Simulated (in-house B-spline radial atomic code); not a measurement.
# B97-1 excitations of the nitrogen ion N⁵⁺

Method: B97-1. Computed with a B-spline radial code for spherical atoms: linear response of the closed shell 1s2 with the functional's adiabatic kernel; scalar-relativistic (spin-free one-electron X2C), finite nucleus, no spin-orbit coupling, no double excitations, S, P, D and F terms only.

Command:
```bash
python run_td.py task.json out
```
Settings (radii: box in bohr, nucleus in fm):
```
Z                        7
electrons                2
configuration            1s2
hamiltonian              x2c
method                   b97_1
box_radius               16.35
rms_radius               2.5582
intervals                73
```

Time taken, with all properties: 0.3 s on 1 thread of Arm Neoverse N1, with other jobs on the host.

The lowest states, in the order of their Tamm-Dancoff energies; the method's threshold (minus the highest occupied level) is 520.57 eV. Labels give the largest channel, * marks a mixed state, and oscillator strengths are full-response dipole values. Semilocal kernels can invert the small singlet-triplet splittings of Rydberg terms. Energies in eV:

```
     state  full response  Tamm-Dancoff  oscillator strength
1s → 2s 3S         408.10        408.13                    -
1s → 2s 1S              ?             ?                    -
1s → 2p 3P         415.92        415.94                    -
1s → 2p 1P         420.04        420.07                0.612
1s → 3s 3S         474.58        474.59                    -
1s → 3s 1S         476.09        476.11                    -
1s → 3p 3P         476.83        476.84                    -
1s → 3p 1P         477.80        477.80                0.123
1s → 3d 3D         478.26        478.26                    -
1s → 3d 1D         478.66        478.66                    -
1s → 4s 3S         495.49        495.49                    -
1s → 4s 1S         496.08        496.09                    -
1s → 4p 3P              ?             ?                    -
1s → 4p 1P         496.80        496.80               0.0467
1s → 4d 3D         496.94        496.94                    -
1s → 4d 1D         497.08        497.08                    -
```

Problem. Where does 1s → 4p 3P lie?

Solution. At 496.40 eV in full response, 496.40 eV in Tamm-Dancoff.

Problem. Where does 1s → 2s 1S lie?

Solution. At 414.93 eV in full response, 415.02 eV in Tamm-Dancoff.

Problem. How large is the singlet-triplet splitting of 1s → 2s (S terms) in Tamm-Dancoff?

Solution. 6.89 eV, from the unrounded values.

Problem. What polarisabilities and dispersion coefficient does the method give?

Solution. Dipole 0.00474 bohr³, quadrupole 0.0004009 bohr⁵, C6 0.0003087 hartree·bohr⁶ for two such species.
